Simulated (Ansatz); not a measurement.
Input for Ansatz (a first-principles code): R-PBE0/def2-TZVPP on CH6GeO2 (SMILES C[O][GeH2][OH]), a point of a torsion scan.

Ansatz 0.2 input:
```yaml
crystal:
  periodic: [false, false, false]
  atoms:
    - {symbol: C, position_ang: [1.51389664, -0.21378555, 0.03966944]}
    - {symbol: O, position_ang: [0.56696180, 0.78528629, 0.34978705]}
    - {symbol: Ge, position_ang: [-1.17489111, 0.69392240, 0.15754378]}
    - {symbol: O, position_ang: [-1.78767011, -0.61926353, 1.11706156]}
    - {symbol: H, position_ang: [1.66552957, -0.28929810, -1.03951079]}
    - {symbol: H, position_ang: [2.45436553, 0.07692170, 0.51090924]}
    - {symbol: H, position_ang: [1.21309867, -1.19443880, 0.41893739]}
    - {symbol: H, position_ang: [-1.55571157, 2.03844353, 0.68531564]}
    - {symbol: H, position_ang: [-1.63915370, 0.31670705, -1.21499549]}
    - {symbol: H, position_ang: [-1.51196747, -0.66698670, 2.03112351]}
basis:
  gaussian:
    orbitals: def2-TZVPP
hamiltonian:
  xc: {name: PBE0}
scf: {lower_state_search: off}
```

The head of its log:

```
WARN ansatz: RAYON_NUM_THREADS=1 ignored (pool sized by the plan → 1); use --threads N
Functional definition: PBE0
these checks for a lower state are left out or cut short: stability, starts, cluster_reference, orbital_swaps, neighbouring_geometries, increment
integrals: 0.14 GiB planned
1237 factors; their error is unknown
mean field: 1.26 GiB planned
mean field evaluation 1: about -61728.0784 eV, gradient 7.3e1 eV
mean field evaluation 2: about -61713.0011 eV, gradient 1.2e2 eV
```

Predict the final total energy.

-2268.8013 hartree.
